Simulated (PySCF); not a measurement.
# Cr⁸⁺ (chromium, charge +8) across methods

[Ne] 3s2 3p4, high-spin 3P determinant. Calculation: PySCF 2.14, in an uncontracted even-tempered set (20 s from 0.25 bohr⁻², ratio 2.5; 13 p from 0.33 bohr⁻², ratio 2.5; 5 d from 3.3 bohr⁻², ratio 2.7; 5 f from 4.9 bohr⁻², ratio 2.7); the spin-free X2C one-electron Hamiltonian (Gaussian nucleus).

```
method  E (hartree)  mean ε 3s β (eV)  mean ε 3p α (eV)  mean ε 3p β (eV)  Σ⟨r²⟩ (bohr²)   ⟨S²⟩
   M06    -1028.367           -230.66           -204.90           -199.94          5.388  2.001
   UHF  -1027.64228           -239.43           -214.36           -208.64          5.419  2.004
   PBE    -1028.113           -226.94           -201.50           -197.08          5.400  2.001
  PBE0    -1028.159           -230.51           -205.04           -200.34          5.402  2.002
   LDA    -1025.969           -226.99           -201.29           -196.83          5.407  2.001
r2SCAN    -1028.317           -227.58           -202.76           -197.82          5.404  2.002
 B97-3    -1028.257           -231.00           -205.07           -200.60          5.398  2.001
```
